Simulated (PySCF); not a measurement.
## Telling isomers of C9H5F3 apart by NMR

Non-relativistic, fast rotation and ring inversion assumed for equivalent nuclei, isolated molecule, one conformer. Geometry: GFN2-xTB; σ from GIAO-PBE0/pcSseg-1; PySCF 2.14.

Shifts are taken against calculated references (same method and geometry level): TMS for ¹H (σref 31.72) and ¹³C (σref 186.93). Splittings of carbon signals by F and P are missing where no couplings were computed. Where no couplings were computed, multiplicities follow the n + 1 count of equivalent neighbours, and m marks all less simple cases (inequivalent or close neighbours, rings, F or P nearby). Shifts are as computed. Against solution values, carbons near 30 ppm lie about +3 ppm off and those near 130 ppm about +5 ppm. Of 1211 compounds with measured shifts, 218 miss one by over three times the rms of a fit or turn the order of signals round; such compounds aren't used in these exercises.

(1) Tabulate the signals of `C#C[C@@]12C=C[C@@H]1C(C(F)(F)F)=C2`, `C#Cc1ccccc1C(F)(F)F` and their relative energies.

(2) What is the quickest way to tell C#C[C@@]12C=C[C@@H]1C(C(F)(F)F)=C2 from C#Cc1ccccc1C(F)(F)F?

Results:

(1) 
```tsv
SMILES	carbon types	δC	δH	E rel. (kcal/mol)
C#C[C@@]12C=C[C@@H]1C(C(F)(F)F)=C2	4×C 5×CH	157.5, 155.8, 155.3, 153.6, 130.5, 84.8, 81.7, 57.3, 48.8	7.21 (m, 1H), 7.11 (m, 1H), 6.85 (d, 1H), 4.08 (m, 1H), 2.19 (s, 1H)	76.1
C#Cc1ccccc1C(F)(F)F	4×C 5×CH	140.9, 140.8, 136.9, 133.5, 133.4, 131.7, 127.0, 97.9, 84.5	8.03 (m, 1H), 8.02 (d, 1H), 7.80 (m, 1H), 7.71 (m, 1H), 3.34 (s, 1H)	0.0
```

Energies are electronic energies at PBE0/pcSseg-1 on these geometries, without zero-point or thermal terms, each for the one conformer computed, which needn't be the lowest.

(2) Both give the same number of carbon signals, with the same numbers of each carbon type, so the positions decide. The first has an allylic sp3 CH at 57.3 ppm, the second an aromatic CH at 131.7 ppm. Their most deshielded carbons lie at 157.5 and 140.9 ppm. In the proton spectra the most deshielded non-exchanging signals are 7.21 (m, 1H) and 8.03 (m, 1H).
